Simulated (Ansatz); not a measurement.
Cost and result for the atomization energy of C₂H₄FNSi (`C[SiH](F)C#N`) (9 atoms, 8 bonds).

Cartesian coordinates in Å:
```
C 0.529 0.496 -1.023
Si -0.096 -0.690 0.240
F 1.106 -1.477 0.925
C -0.943 0.252 1.593
N -1.489 0.865 2.401
H 1.042 -0.036 -1.827
H -0.304 1.055 -1.457
H 1.224 1.209 -0.575
H -1.067 -1.675 -0.276
```

Charge 0, multiplicity 1. The geometry is a stationary point of PBE0-D4/def2-TZVP. Program: Ansatz. All runs use 2 threads of a server CPU on a shared host. Times are those of one run each, without the atoms' runs, and a repeat can differ threefold. Electronic energies, without spin–orbit coupling; frozen cores. CCSD(T)/CBS adds CCSD(T) − MP2 in def2-TZVPP to the MP2 limit, and its time is that of the two runs behind it. T1 = 0.012. B3LYP takes the VWN-RPA correlation (the form of Gaussian; ORCA's B3LYP/G). HSE06 is the plane-wave form, built on full-range PBE exchange.

CCSD(T)/CBS is a level of theory with its own doubt, some kJ/mol a heavy atom from the limit and from the frozen cores, so smaller differences don't rank the functionals.

```
                             level  functions  wall time
            LDA (SPW92)/def2-TZVPP        222      1.4 s
                BLYP-D4/def2-TZVPP        222      2.9 s
   PBE-D4/def2-TZVPP (with forces)        222      3.8 s
               HSE06-D4/def2-TZVPP        222      4.3 s
               BHLYP-D4/def2-TZVPP        222      4.4 s
r2SCAN-D4/def2-TZVPP (with forces)        222      5.5 s
                  CCSD(T)/def2-SVP         94      5.5 s
 B3LYP-D4/def2-TZVPP (with forces)        222        6 s
                ωB97X-V/def2-TZVPP        222       11 s
  ωB97M-V/def2-TZVPP (with forces)        222       14 s
                    MP2/def2-QZVPP        418       33 s
                CCSD(T)/def2-TZVPP        222       74 s
                 CCSD(T)/CBS(def2)          –      110 s
```

(1) What atomization energy does each give, and how far from CCSD(T)/CBS? (An estimate is asked.)

Answers

(1) The calculation gave: 
| level | atomization (kcal/mol) | difference from CCSD(T)/CBS | per bond |
| --- | --- | --- | --- |
| LDA (SPW92)/def2-TZVPP | 1018.3 | 121.2 | 15.2 |
| BLYP-D4/def2-TZVPP | 899.9 | 2.8 | 0.4 |
| PBE-D4/def2-TZVPP (with forces) | 915.4 | 18.3 | 2.3 |
| HSE06-D4/def2-TZVPP | 894.4 | -2.7 | -0.3 |
| BHLYP-D4/def2-TZVPP | 864.9 | -32.2 | -4.0 |
| r2SCAN-D4/def2-TZVPP (with forces) | 894.7 | -2.4 | -0.3 |
| CCSD(T)/def2-SVP | 841.1 | -56.0 | -7.0 |
| B3LYP-D4/def2-TZVPP (with forces) | 895.9 | -1.2 | -0.2 |
| ωB97X-V/def2-TZVPP | 898.7 | 1.6 | 0.2 |
| ωB97M-V/def2-TZVPP (with forces) | 899.5 | 2.4 | 0.3 |
| MP2/def2-QZVPP | 910.8 | 13.7 | 1.7 |
| CCSD(T)/def2-TZVPP | 872.1 | -25.0 | -3.1 |
| CCSD(T)/CBS(def2) | 897.1 | 0.0 | 0.0 |

At CCSD(T), def2-SVP lies −56.0 kcal/mol from the extrapolated value and def2-TZVPP −24.9 kcal/mol: correlation converges slowly with the basis, and small sets miss more of it in the bonded molecule than in its fragments. Leaving LDA and LC-ωPBE aside and taking each functional with its dispersion term where it has one, the values spread over 50.5 kcal/mol, from BHLYP-D4 to PBE-D4. LDA lies +106.9 kcal/mol from PBE without D4, its usual overbinding. From PBE to PBE0 (25 % exact exchange), in def2-TZVPP and without D4, the atomization energy moves by −21.1 kcal/mol: exact exchange takes away binding that semilocal exchange gives to molecules.
